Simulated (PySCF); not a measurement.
Compound: C₃H₆BNO₂.
Numbering: `[N:1]#[C:2][CH2:3][CH2:4][B:5]([OH:6])[OH:7]` (hydrogens: H8, H9 on C3; H10, H11 on C4; H12 on O6; H13 on O7)

Method used: PBE0-D3(BJ)/def2-SVP geometry optimisation, gas phase (PySCF).

List the bond lengths, angles and torsions at this level.

```tsv
bond	length (Å)	order
N1≡C2	1.158	triple
C2–C3	1.458	single
C3–C4	1.530	single
C4–B5	1.582	single
B5–O6, B5–O7	1.361	single
C3–H8, C3–H9	1.101	single
C4–H10, C4–H11	1.104	single
O6–H12, O7–H13	0.963	single
```

Bonds in one row agree within 0.01 Å and their mean is given. Orders are formal, as drawn. A selection of angles:
```tsv
angle	degrees
N1–C2–C3	178.7
C2–C3–C4	113.2
C2–C3–H8	108.5
C2–C3–H9	108.3
C4–C3–H8	110.5
C4–C3–H9	110.4
H8–C3–H9	105.6
C3–C4–B5	113.6
C3–C4–H10	109.8
B5–C4–H10	109.1
H10–C4–H11	105.0
C4–B5–O6	118.7
C4–B5–O7	123.1
O6–B5–O7	118.2
B5–O6–H12	111.8
B5–O7–H13	113.9
```

Torsions: C2–C3–C4–B5 179° (antiperiplanar); C3–C4–B5–O6 -1° (synperiplanar); H12–O6–B5–C4 180° (antiperiplanar); H13–O7–B5–C4 0° (synperiplanar).

The 7 heavy atoms lie in one plane (0.009 Å rms). The C–C distances run from 1.458 Å (C2–C3, drawn single) to 1.530 Å (C3–C4, drawn single), a spread of 0.072 Å. B5 (three-coordinate boron) is planar (angles 123.1°, 118.7° and 118.2°, sum 360.0°, 0.00 Å off the plane of its three neighbours). Of the pairs four or more bonds apart, O6···H8 is among the closest relative to their van der Waals radii: 2.74 Å, 101 % of the sum of Bondi's values.

No PBE0-D3(BJ)/def2-SVP frequencies stand behind this structure, so it isn't proved a minimum. One conformer, not necessarily the lowest (C2–C3–C4–B5 179°, C3–C4–B5–O6 -1°, C4–B5–O6–H 180°, C4–B5–O7–H 0°).
